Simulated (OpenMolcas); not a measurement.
A calculation on Cu.

- Program: OpenMolcas
- Method: CASSCF
- Basis: ANO-RCC-VTZP [6s5p3d2f1g]
- Scalar Hamiltonian: DKH2, point nucleus
- Active space: 11 electrons in 6 orbitals (3d 4s)
- State averaging: 2S+1 = 2 even, 6 roots
- Spin-orbit coupling: state interaction with AMFI integrals over the reference wave functions, term energies averaged over their components

Problem. Which level of the active space comes out lowest?

Solution. 3d9 4s2 2D 5/2, with 100 % of that term.

Problem. How high does 3d10 4s 2S 1/2 lie?

Solution. 22806 cm-1 above the lowest level.

Problem. How high does 3d9 4s2 2D 3/2 lie?

Solution. 1991 cm-1 above the lowest level.

Without dynamic correlation excited terms often stand tens of per cent too high (terms of higher spin than the ground term too low), and those without a measured partner can miss by more than the paired ones. The lowest computed level is not the ground level that NIST lists (2S1/2). A single d shell beside an s shell can misplace configurations of different d count against each other. Levels of configurations outside the active space are missing.
